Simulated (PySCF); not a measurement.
CH8GeSi.

```xyz
11

Si     0.6627    -1.1492     0.0000
C     -0.7968    -2.3505     0.0000
Ge    -0.1048     1.1186     0.0000
H      1.5154    -1.3680     1.2078
H      1.5154    -1.3680    -1.2078
H     -0.4449    -3.3945     0.0000
H     -1.4258    -2.2002    -0.8915
H     -1.4258    -2.2002     0.8915
H      1.0693     2.1218     0.0000
H     -0.9730     1.4038    -1.2469
H     -0.9730     1.4038     1.2469
```

Coordinates come from a B3LYP-D3(BJ)/def2-SVP optimisation. This is a generated structure with no PubChem entry under its InChIKey; it may be hypothetical.

Calculation: PBE/pcSseg-1 in PySCF. Non-relativistic, no solvent.

**Question.** Give the absolute GIAO shielding of each atom: isotropic value and principal components (ppm). (An estimate is asked for; the answer gives what the named calculation found.)

**Answer.** 
| atom | σ(iso) | σ11 | σ22 | σ33 | span |
|---|---|---|---|---|---|
| Si1 | 399.7 | 366.7 | 388.7 | 443.8 | 77.1 |
| C2 | 187.9 | 182.3 | 190.0 | 191.3 | 9.0 |
| Ge3 | 1622.3 | 1608.1 | 1617.9 | 1640.9 | 32.8 |
| H4 | 27.0 | 23.4 | 25.4 | 32.3 | 8.9 |
| H5 | 27.0 | 23.4 | 25.4 | 32.3 | 8.9 |
| H6 | 30.6 | 25.7 | 27.5 | 38.6 | 13.0 |
| H7 | 30.9 | 26.3 | 29.1 | 37.4 | 11.1 |
| H8 | 30.9 | 26.3 | 29.1 | 37.4 | 11.1 |
| H9 | 27.6 | 21.7 | 22.2 | 38.9 | 17.3 |
| H10 | 27.7 | 21.8 | 22.7 | 38.4 | 16.6 |
| H11 | 27.7 | 21.8 | 22.7 | 38.4 | 16.6 |
